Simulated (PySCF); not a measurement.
GaH₂, SMILES [GaH2+], charge +1.

Coordinates come from a B3LYP-D3(BJ)/def2-TZVPD optimisation. The spin state was assumed, not searched. The isomer is the one that the SMILES or the coordinates give; other isomers of the formula were not compared.

All values below come from PySCF with TDA-B3LYP/def2-TZVPD.

Vertical excitations; the highest root listed may be one member of a degenerate set. Gas-phase values at a fixed geometry. State labels are in the subgroup D2h.

Computed lowest excited states:
| state | symmetry | energy (eV) | λ (nm) | f | main pairs |
|---|---|---|---|---|---|
| S1 | B3g | 6.54 | 190 | 0.000 | HOMO→LUMO (degenerate set) |
| S2 | B2g | 6.54 | 190 | 0.000 | HOMO→LUMO+1 (degenerate set) |
| S3 | B1u | 10.39 | 119 | 1.442 | HOMO→LUMO+2 90 % |
| S4 | B3u | 10.69 | 116 | 0.346 | HOMO−1→LUMO+1 (degenerate set) |
| S5 | B2u | 10.69 | 116 | 0.346 | HOMO−1→LUMO (degenerate set) |
| S6 | B1u | 11.75 | 106 | 0.003 | HOMO→LUMO+3 93 % |
| S7 | Ag | 11.90 | 104 | 0.000 | HOMO−1→LUMO+2 95 % |
| S8 | B3u | 12.87 | 96 | 0.589 | HOMO→LUMO+4 (degenerate set) |
| S9 | B2u | 12.87 | 96 | 0.589 | HOMO→LUMO+5 (degenerate set) |
| S10 | B1u | 13.09 | 95 | 0.000 | HOMO→LUMO+6 100 % |
| T1 | B3g | 5.94 | 209 | 0 | HOMO→LUMO (degenerate set) |
| T2 | B2g | 5.94 | 209 | 0 | HOMO→LUMO+1 (degenerate set) |
| T3 | B1u | 6.36 | 195 | 0 | HOMO→LUMO+2 98 % |
| T4 | B2u | 8.52 | 146 | 0 | HOMO−1→LUMO 98 % |
Triplets are in the Tamm–Dancoff approximation.
